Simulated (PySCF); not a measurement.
Electron correlation in Br⁺ (bromine, charge +1)

[Ar] 3d10 4s2 4p4, high-spin 3P determinant. All numbers are calculated (PySCF 2.14, scalar relativity by spin-free X2C-1e, in x2c-SVPall (5s4p3d, 32 functions)). Frozen: [Ar] 3d10; 6 electrons correlated.

MP2 pair energies summed by pair of shells (mhartree):

```
 pair  energy  share (%)
4p-4p  -37.50       48.5
4s-4p  -33.46       43.3
4s-4s   -6.29        8.1
```

Total MP2 correlation energy: -77.24 mhartree.

Same-spin part -19.05 and opposite-spin part -58.19 mhartree; SCS-MP2 scales them by 1/3 and 6/5 to -76.18 mhartree.

```csv
level,correlation energy (mhartree)
CCSD,-93.23
(T),-1.12
CCSD(T),-94.35
```

Diagnostics: T1 = 0.0060, D1 = 0.0200, largest double amplitude 0.053.

Cost of the coupled-cluster step: 0.14 s of wall time on 1 thread of Neoverse-V1 (shared host), for 6 correlated electrons.
